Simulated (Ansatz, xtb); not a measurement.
## Two structures of H4InNSi

Structure a: `[SiH3][NH][In]`, a singlet. Structure b: a singlet given by its coordinates. Both are isolated molecules in the gas phase, relaxed with B3LYP-D3(BJ)/def2-SVP.

a (Å):

```xyz
7

In   -2.7949    2.0212   -0.8526
N    -0.6996    1.8206   -0.4657
Si    0.0598    0.4373    0.2422
H    -1.0379   -0.5494    0.5125
H     0.7547    0.7006    1.5457
H     1.0671   -0.2446   -0.6363
H    -0.0795    2.5943   -0.7121
```

b (Å):

| atom | x (Å) | y (Å) | z (Å) |
| --- | --- | --- | --- |
| In | 1.8507 | -0.1098 | -0.4911 |
| N | -0.5750 | 0.8996 | -0.8823 |
| Si | -0.2209 | 1.0324 | 0.9260 |
| H | -1.1939 | 0.1367 | -1.1596 |
| H | -0.8713 | 1.7344 | -1.3872 |
| H | -1.4725 | 0.6208 | 1.6614 |
| H | -0.1564 | 2.5276 | 1.1059 |

Close contacts (Å): In1–N2 2.66, In1–Si3 2.76, N2–Si3 1.85, N2–H4 1.02, N2–H5 1.02, Si3–H6 1.51, Si3–H7 1.51.

Estimate which is lower in electronic energy at CCSD(T)/def2-TZVP, and by roughly how much.

The CCSD(T)/def2-TZVP calculation puts structure a lower, by 0.822 eV.

How the difference moves with the method:

| level | geometry | E(b) − E(a) (eV) | departure from the last row (eV) | job, with rough time for the two |
| --- | --- | --- | --- | --- |
| B3LYP-D3(BJ)/def2-SVP | B3LYP-D3(BJ)/def2-SVP | +0.598 | −0.224 | optimisation, 1.7 min |
| HF/def2-TZVP | B3LYP-D3(BJ)/def2-SVP | +0.982 | +0.160 | part of the CCSD(T) run |
| MP2/def2-TZVP | B3LYP-D3(BJ)/def2-SVP | +0.920 | +0.098 | part of the CCSD(T) run |
| CCSD(T)/def2-TZVP | B3LYP-D3(BJ)/def2-SVP | +0.822 |  | single point, 2.8 min |

None of the levels shown reverses the order. The largest departure from CCSD(T)/def2-TZVP is that of B3LYP-D3(BJ)/def2-SVP, 0.224 eV. Levels run at GFN2-xTB geometries aren't shown.

With harmonic frequencies from B3LYP-D3(BJ)/def2-SVP (ideal gas, rigid rotor, one conformer each, 298.15 K, 1 atm): on the last row, ΔE + ΔZPE = +0.880, ΔH = +0.890, ΔG = +0.874 eV.

The correlated steps freeze 10 core orbitals; the filled d shell of In is correlated, in a basis made for valence electrons. Atoms past krypton carry core potentials in the def2 sets and no spin–orbit term is included. Mirror images aren't counted in ΔG. Codes used: Ansatz 0.2.0; the last row on 1 thread of AMD EPYC (Zen 3) on a shared host.
